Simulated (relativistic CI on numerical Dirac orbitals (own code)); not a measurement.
**Radial parameters of Cs X**

These numbers are calculated, not measured: Dirac-Coulomb-Breit CI, orbitals from a KLI potential per configuration, QED by a radiative potential, unscaled Slater integrals (own radial code, finite nucleus).

Slater integrals F^k, G^k are unscaled and averaged over j, outside the closed core [Ar] 3d10; ζ comes from projecting the Hamiltonian with its Breit term on Σ l·s of the shell.

- 4s2 4p6 4d9 4f: ζ(4d) = 7378.2, F^2(4d,4f) = 105690, F^4(4d,4f) = 67902, G^1(4d,4f) = 126370, G^3(4d,4f) = 79091, G^5(4d,4f) = 55867, ζ(4f) = 312.51 cm⁻¹; <r>(4d) = 0.8096, <r^2>(4d) = 0.7555, <r>(4f) = 1.02, <r^2>(4f) = 1.24 (bohr units).
- 4s2 4p6 4d9 5s: ζ(4d) = 7508, G^2(4d,5s) = 20224 cm⁻¹; <r>(4d) = 0.8037, <r^2>(4d) = 0.7443, <r>(5s) = 1.472, <r^2>(5s) = 2.412 (bohr units).
- 4s2 4p6 4d9 5p: ζ(4d) = 7543.3, F^2(4d,5p) = 49356, G^1(4d,5p) = 15017, G^3(4d,5p) = 14888, ζ(5p) = 16327 cm⁻¹; <r>(4d) = 0.8027, <r^2>(4d) = 0.7424, <r>(5p) = 1.605, <r^2>(5p) = 2.873 (bohr units).

Averages of the first 10 configurations, taken without configuration mixing, which lowers the lowest level and can move excited configurations by several eV; other configurations of the list can lie among them:

```csv
Configuration,Parity,States,Average energy above the lowest level (eV)
4s2 4p6 4d10,even,1,0.0
4s2 4p6 4d9 4f,odd,140,93.9
4s2 4p6 4d9 5s,even,20,67.8
4s2 4p6 4d9 5p,odd,60,86.4
4s2 4p5 4d10 4f,even,84,192.4
4s2 4p6 4d9 5d,even,100,113.4
4s2 4p6 4d9 6s,even,20,130.1
4s2 4p6 4d9 6p,odd,60,138.2
4s2 4p6 4d9 5f,odd,140,141.6
4s 4p6 4d10 4f,odd,28,257.2
```
